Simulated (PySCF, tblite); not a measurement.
Isomers of C6H9N3O, one GFN2-xTB conformer each. Single-point energies are computed at PBE0/pcSseg-1 (PySCF, gas phase, no added dispersion term), electronic only.

Task: Rank them by PBE0/pcSseg-1 energy, lowest first (kJ/mol).
A. `[CH3:1][C:2](=[O:3])[c:4]1[n:5][n:6][n:7]([CH3:8])[c:9]1[CH3:10]` with C1–C2–C4–N5 -4°
B. `[CH3:1][O:2][c:3]1[cH:4][n:5][n:6]([CH:7]2[CH2:8][CH2:9]2)[n:10]1` with C1–O2–C3–C4 179°, N5–N6–C7–C8 -41°

Result: A (0.0), B (145.6).

As drawn, the lower has a C=O bond, which the higher lacks; the higher has a three-membered ring, which the lower lacks. GFN2-xTB itself gives, in the same order: 0.0, 47.2. Both levels put the same isomer lowest.

Task: Which frontier levels, dipoles and rotational constants go with these structures?

Result: 
```
           SMILES  HOMO (eV, PBE0/pcSseg-1)  LUMO (eV)  dipole (D)       A, B, C (MHz)
CC(=O)c1nnn(C)c1C                     -7.30      -1.12        4.26   2634, 1042, 757.5
 COc1cnn(C2CC2)n1                     -6.43       0.08        1.62  4045, 775.6, 688.7
```

Task: What happens when harmonic zero-point energies from GFN2-xTB frequencies are added?

Result: 
```tsv
SMILES	ZPE (kJ/mol)	electronic (kJ/mol)	with ZPE (kJ/mol)
CC(=O)c1nnn(C)c1C	389.1	0.0	0.0
COc1cnn(C2CC2)n1	394.4	145.6	150.9
```

The zero-point energies span 5.3 kJ/mol. The order is unchanged.
